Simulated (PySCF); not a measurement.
**SnO: energy against distance**

Set-up: PySCF, scalar-relativistic core potentials, basis sets Sn cc-pVDZ-PP with ECP28, O cc-pVDZ. Energies in eV from Sn + O in their ground configurations at the same level. State: ¹Σ⁺ (singlet), closed shell.

```tsv
R (Å)	BLYP
1.588	-3.596
1.661	-4.757
1.735	-5.437
1.791	-5.716
1.846	-5.847
1.901	-5.862
1.975	-5.751
2.067	-5.468
2.178	-5.002
2.326	-4.291
```

Q: Put a parabola through the three lowest points of the BLYP curve and estimate Re, k and ωe (reduced mass 14.11 u; 1 eV/Å² = 0.16022 mdyn/Å; ωe = 1302.8·√(k/μ) cm⁻¹).

A: Through R = 1.846, 1.901, 1.975 Å the second-order coefficient is 13.7 eV/Å², so Re ≈ 1.883 Å, k ≈ 4.40 mdyn/Å and ωe ≈ 728 cm⁻¹. A polynomial fit of higher order to the unrounded BLYP energies gives Re = 1.882 Å, k = 5.00 mdyn/Å, ωe = 775 cm⁻¹; anharmonicity and rounding make the difference.

The higher-order fit for each curve: BLYP: Re = 1.882 Å, ωe = 775 cm⁻¹, De = 5.87 eV.

These are scalar-relativistic numbers at best; spin–orbit coupling would shift them, the dissociation energy most.
